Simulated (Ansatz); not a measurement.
Geometry optimisation, Ansatz, DFT PBE-D3(BJ), scalar-relativistic, plane waves, PAW.

Input:

```yaml
crystal:
  lattice:
    - [0.0, 5.43, 5.43]
    - [5.43, 0.0, 5.43]
    - [5.43, 5.43, 0.0]
  atoms:
    - { symbol: Si, position: [0.0, 0.0, 0.0] }
    - { symbol: Si, position: [0.125, 0.125, 0.125] }
    - { symbol: Si, position: [0.0, 0.0, 0.5] }
    - { symbol: Si, position: [0.125, 0.125, 0.625] }
    - { symbol: Si, position: [0.0, 0.5, 0.0] }
    - { symbol: Si, position: [0.125, 0.625, 0.125] }
    - { symbol: Si, position: [0.0, 0.5, 0.5] }
    - { symbol: Si, position: [0.125, 0.625, 0.625] }
    - { symbol: Si, position: [0.5, 0.0, 0.0] }
    - { symbol: Si, position: [0.625, 0.125, 0.125] }
    - { symbol: Si, position: [0.5, 0.0, 0.5] }
    - { symbol: Si, position: [0.625, 0.125, 0.625] }
    - { symbol: Si, position: [0.5, 0.5, 0.0] }
    - { symbol: Si, position: [0.625, 0.625, 0.125] }
    - { symbol: Si, position: [0.5, 0.5, 0.5] }
    - { symbol: Si, position: [0.625, 0.625, 0.625] }
    - { symbol: Cu, position: [0.38378551, -0.11609837, 0.36090152] }
total_charge: 1
basis:
  ecutwfc: 420.0
kpoints:
  mp_grid: { grid: [2, 2, 2] }
hamiltonian:
  xc: pbe
  dispersion: d3bj
  pseudopotentials: { kind: paw, azcp: { folder: soft_1 } }
scf:
  occupations: { method: gaussian, width: 0.02 }
  lower_state_search: "off"
relax:
  f_tol: 0.03
  max_steps: 60
  adjacent_minimum: "off"
```

Run as:

```bash
$ ansatz run input.yaml --threads 1 --pin off --max-ram 3072MiB --backend cpu --events-out ev --progress --plain --runs-dir out
```

**Question.** Where does it end, and by what steps?

**Answer.** It converged. Limits of this set-up: charged cell in a uniform background, uncorrected. After 8 steps the energy has fallen by 0.164 eV; Si9 moved furthest, 0.25 Å.

```csv
step,energy less start (eV),largest force component (eV/Å),accepted
0,0.0000,0.769,yes
1,-0.1122,0.259,yes
2,-0.1319,0.100,yes
3,-0.1432,0.086,yes
4,-0.1522,0.127,yes
5,-0.1582,0.085,yes
6,-0.1629,0.045,yes
7,-0.1630,0.042,yes
8,-0.1636,0.006,yes
```

```xyz
17
Lattice="0.0000 5.4300 5.4300 5.4300 0.0000 5.4300 5.4300 5.4300 0.0000" Properties=species:S:1:pos:R:3
Si 0.033 0.061 -0.057
Si 1.314 1.362 1.404
Si 2.715 2.775 0.002
Si 4.138 4.120 1.315
Si 2.775 0.060 2.684
Si 4.126 1.411 4.021
Si 5.478 2.763 2.669
Si 6.833 4.118 4.008
Si -0.141 2.574 2.860
Si 1.315 4.030 4.073
Si 2.717 5.433 2.662
Si 3.945 6.660 4.207
Si 2.776 2.748 5.373
Si 4.077 4.029 6.834
Si 5.490 5.430 5.432
Si 6.835 6.854 6.745
Cu 1.203 3.918 1.521
```

Whether the end is a true minimum wasn't checked by a vibrational analysis.

Time of the run: 51 s on 1 thread of Arm Neoverse V2 (shared host), peak memory 0.55 GiB.
